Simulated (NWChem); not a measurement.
Tetragonal strain in Si (diamond structure): splitting of valleys and valence bands

The numbers come from NWChem runs, not from measurements. Level: LDA (Vosko), Troullier-Martins pseudopotentials (valence charges Si 4), cutoff 15 Ha, shifted 4×4×4 mesh, two-atom cell, no spin-orbit coupling. The cubic cell (a = 5.384 Å, near this level's equilibrium) is stretched by 1 + δ along x and y and by (1 + δ)^−2 along z, at constant volume; symmetry keeps the atoms on their sites. The table gives the lowest empty level on the line to X along z less that along x, and the single valence level at Γ less the pair from which it splits.

```tsv
δ	ε_zz − ε_xx	valley splitting (eV)	valence splitting (eV)
-0.020	0.0612	0.538	-0.463
-0.010	0.0303	0.270	-0.222
-0.005	0.0151	0.135	-0.109
0.005	-0.0149	-0.135	0.104
0.010	-0.0297	?	?
```

Task: The valley splitting goes as Ξᵤ(ε_zz − ε_xx) and, without spin-orbit coupling, the valence splitting as 3b(ε_zz − ε_xx). Fit both through zero and predict the withheld row.

Result: Ξᵤ ≈ 8.8 eV and 3b ≈ -7.5 eV, so b ≈ -2.5 eV; the rows leave the lines by up to 0.007 eV. Predicted against computed: valley -0.262 against -0.271 eV, valence 0.222 against 0.204 eV.
